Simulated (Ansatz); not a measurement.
Species: [Ti(Cl)(OH)3] (charge 0, multiplicity 1), formula H$_{3}$ClO$_{3}$Ti.

How many basis functions does frozen-core CCSD(T)/def2-TZVPP // BP86-D3(BJ)/def2-SVP run with Ansatz (a first-principles code) use, how many core orbitals are frozen, and how many electrons are correlated?

241 basis functions and 13 frozen orbitals, which leaves 40 correlated electrons. Core time is of the order of minutes.
